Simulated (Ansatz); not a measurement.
Ansatz (an electronic-structure program) job for In(F)(Br)(Me) (CH3BrFIn), SMILES [CH3][In]([F])[Br], PBE-D3(BJ)/def2-SVP. 

Ansatz 0.2 input:
```yaml
crystal:
  periodic: [false, false, false]
  atoms:
    - {symbol: In, position_ang: [-0.04280027, 0.66530635, -0.00000000]}
    - {symbol: F, position_ang: [-1.92777350, 1.20313380, 0.00000000]}
    - {symbol: Br, position_ang: [0.14071690, -1.80467712, 0.00000000]}
    - {symbol: C, position_ang: [1.52834486, 2.11043649, 0.00000000]}
    - {symbol: H, position_ang: [2.49912565, 1.59965394, 0.00000000]}
    - {symbol: H, position_ang: [1.42644415, 2.73660541, -0.89675627]}
    - {symbol: H, position_ang: [1.42644415, 2.73660541, 0.89675627]}
basis:
  gaussian:
    orbitals: def2-SVP
hamiltonian:
  xc: pbe
  dispersion: d3bj
relax: {f_tol: 0.002, max_steps: 200}
```

Program output:

```
WARN ansatz: RAYON_NUM_THREADS=1 ignored (pool sized by the plan → 1); use --threads N
Functional definition: PBE
integrals: 0.05 GiB planned
1141 factors; their error is unknown
mean field: 0.25 GiB planned
mean field evaluation 1: about -78988.3912 eV, gradient 6.8e1 eV
mean field evaluation 2: about -78921.4827 eV, gradient 1.9e2 eV
mean field evaluation 4: about -78998.5584 eV, gradient 1.7e1 eV
mean field evaluation 8: about -78999.1361 eV, gradient 1.9e-1 eV
mean field evaluation 16: about -78999.0636 eV, gradient 2.4e-4 eV
mean field -78999.06364276 eV, -2903.1620413828 hartree, gradient 4.9e-5 eV, S^2 0.000000; 0 other end points of the search recorded, 0 dependent functions left out
the calculation of the forces begins
reference -78999.06369075 eV, -2903.1620431463 hartree; 37, 37 occupied and 64, 64 virtual orbitals, 1141 factors
relax step   1: F+E_penalty+E_count = -78999.18709551 eV  Δ(F+E_penalty+E_count) = +0.000e0 eV  max|allowed force component| = 4.516e-1 eV/Å  Δτ_max = 0.0000 Å  (29 SCF iters, accepted)
these checks for a lower state are left out or cut short: starts, cluster_reference, orbital_swaps, neighbouring_geometries, increment
integrals: 0.05 GiB planned
1141 factors; their error is unknown
mean field: 0.25 GiB planned
mean field -78999.07748546 eV, -2903.1625500927 hartree, gradient 1.7e-5 eV, S^2 0.000000; 0 other end points of the search recorded, 0 dependent functions left out
the calculation of the forces begins
reference -78999.07753344 eV, -2903.1625518559 hartree; 37, 37 occupied and 64, 64 virtual orbitals, 1141 factors
relax step   2: F+E_penalty+E_count = -78999.19967133 eV  Δ(F+E_penalty+E_count) = -1.258e-2 eV  max|allowed force component| = 1.760e-1 eV/Å  Δτ_max = 0.0437 Å  (31 SCF iters, accepted)
these checks for a lower state are left out or cut short: starts, cluster_reference, orbital_swaps, neighbouring_geometries, increment
integrals: 0.05 GiB planned
1141 factors; their error is unknown
mean field: 0.25 GiB planned
mean field evaluation 32: about -78999.0790 eV, gradient 4.2e-4 eV
mean field -78999.07895481 eV, -2903.1626040904 hartree, gradient 1.6e-5 eV, S^2 0.000000; 0 other end points of the search recorded, 0 dependent functions left out
the calculation of the forces begins
reference -78999.07900278 eV, -2903.1626058531 hartree; 37, 37 occupied and 64, 64 virtual orbitals, 1141 factors
relax step   3: F+E_penalty+E_count = -78999.20140041 eV  Δ(F+E_penalty+E_count) = -1.729e-3 eV  max|allowed force component| = 2.761e-2 eV/Å  Δτ_max = 0.0142 Å  (31 SCF iters, accepted)
these checks for a lower state are left out or cut short: starts, cluster_reference, orbital_swaps, neighbouring_geometries, increment
integrals: 0.05 GiB planned
1141 factors; their error is unknown
mean field: 0.25 GiB planned
mean field -78999.07896156 eV, -2903.1626043382 hartree, gradient 2.3e-5 eV, S^2 0.000000; 0 other end points of the search recorded, 0 dependent functions left out
the calculation of the forces begins
reference -78999.07900952 eV, -2903.1626061010 hartree; 37, 37 occupied and 64, 64 virtual orbitals, 1141 factors
relax step   4: F+E_penalty+E_count = -78999.20141603 eV  Δ(F+E_penalty+E_count) = -1.561e-5 eV  max|allowed force component| = 6.922e-3 eV/Å  Δτ_max = 0.0041 Å  (24 SCF iters, accepted)
these checks for a lower state are left out or cut short: starts, cluster_reference, orbital_swaps, neighbouring_geometries, increment
integrals: 0.05 GiB planned
1141 factors; their error is unknown
mean field: 0.25 GiB planned
mean field -78999.07898876 eV, -2903.1626053378 hartree, gradient 2.4e-5 eV, S^2 0.000000; 0 other end points of the search recorded, 0 dependent functions left out
the calculation of the forces begins
reference -78999.07903672 eV, -2903.1626071005 hartree; 37, 37 occupied and 64, 64 virtual orbitals, 1141 factors
relax step   5: F+E_penalty+E_count = -78999.20143431 eV  Δ(F+E_penalty+E_count) = -1.828e-5 eV  max|allowed force component| = 1.058e-2 eV/Å  Δτ_max = 0.0024 Å  (22 SCF iters, accepted)
these checks for a lower state are left out or cut short: starts, cluster_reference, orbital_swaps, neighbouring_geometries, increment
integrals: 0.05 GiB planned
1141 factors; their error is unknown
mean field: 0.25 GiB planned
mean field -78999.07899587 eV, -2903.1626055992 hartree, gradient 1.5e-5 eV, S^2 0.000000; 0 other end points of the search recorded, 0 dependent functions left out
the calculation of the forces begins
reference -78999.07904384 eV, -2903.1626073619 hartree; 37, 37 occupied and 64, 64 virtual orbitals, 1141 factors
relax step   6: F+E_penalty+E_count = -78999.20143878 eV  Δ(F+E_penalty+E_count) = -4.474e-6 eV  max|allowed force component| = 3.672e-3 eV/Å  Δτ_max = 0.0008 Å  (22 SCF iters, accepted)
these checks for a lower state are left out or cut short: starts, cluster_reference, orbital_swaps, neighbouring_geometries, increment
integrals: 0.05 GiB planned
1141 factors; their error is unknown
mean field: 0.25 GiB planned
mean field -78999.07901231 eV, -2903.1626062036 hartree, gradient 2.2e-5 eV, S^2 0.000000; 0 other end points of the search recorded, 0 dependent functions left out
the calculation of the forces begins
reference -78999.07906029 eV, -2903.1626079666 hartree; 37, 37 occupied and 64, 64 virtual orbitals, 1141 factors
relax step   7: F+E_penalty+E_count = -78999.20144096 eV  Δ(F+E_penalty+E_count) = -2.185e-6 eV  max|allowed force component| = 6.660e-4 eV/Å  Δτ_max = 0.0021 Å  (22 SCF iters, accepted)
integrals: 0.05 GiB planned
1141 factors; their error is unknown
mean field: 0.25 GiB planned
mean field evaluation 64: about -78999.1501 eV, gradient 1.2e-1 eV
mean field -78999.07901231 eV, -2903.1626062036 hartree, gradient 2.1e-5 eV, S^2 0.000000; 1 other end points of the search recorded, 0 dependent functions left out
the calculation of the forces begins
reference -78999.07906029 eV, -2903.1626079666 hartree; 37, 37 occupied and 64, 64 virtual orbitals, 1141 factors
Total energy: -78999.20148894 eV, -2903.1671071365 hartree
Atom 0 at    -0.044572     0.659262     0.000000 Å, force    -0.000211     0.000115     0.000000 eV/Å
Atom 1 at    -1.949202     1.207141     0.000000 Å, force     0.000374     0.000666    -0.000000 eV/Å
Atom 2 at     0.135002    -1.835829    -0.000000 Å, force     0.000494    -0.000284    -0.000000 eV/Å
Atom 3 at     1.539988     2.122082     0.000000 Å, force    -0.000140    -0.000393     0.000000 eV/Å
Atom 4 at     2.513922     1.601294     0.000000 Å, force    -0.000134    -0.000059    -0.000000 eV/Å
Atom 5 at     1.427682     2.746557    -0.905792 Å, force    -0.000191    -0.000023    -0.000017 eV/Å
Atom 6 at     1.427682     2.746557     0.905792 Å, force    -0.000191    -0.000023     0.000017 eV/Å
Dipole moment:     0.649481     0.450982    -0.000000 e Å
```

The run converged.

Cost: about 27 core-seconds (a rough figure).
